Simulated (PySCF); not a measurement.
Si(H)(F)(Br)(vinyl) (C₂H₄BrFSi), SMILES C=C[SiH](F)Br. Geometry optimised at PBE-D3(BJ)/def2-SVP. This is a generated structure with no PubChem entry under its InChIKey; it may be hypothetical. The values are those of a single conformer.

Computed equilibrium geometry at PBE-D3(BJ)/def2-SVP (PySCF confirms it by a frequency run) as bond lengths and angles (one conformer of several):
Atoms: Si1 F2 Br3 C4 C5 H6 H7 H8 H9. Bond lengths (Å): Si1–F2 1.638, Si1–Br3 2.234, Si1–C4 1.857, Si1–H6 1.495, C4–C5 1.349, C4–H7 1.105, C5–H8 1.103, C5–H9 1.104. Angles (°): F2–Si1–Br3 108.8, F2–Si1–C4 107.6, F2–Si1–H6 107.8, Br3–Si1–C4 109.9, Br3–Si1–H6 107.4, C4–Si1–H6 115.3, Si1–C4–C5 121.4, Si1–C4–H7 119.0, C5–C4–H7 119.6, C4–C5–H8 121.4, C4–C5–H9 122.0, H8–C5–H9 116.6.
Charge 0, spin multiplicity 1.
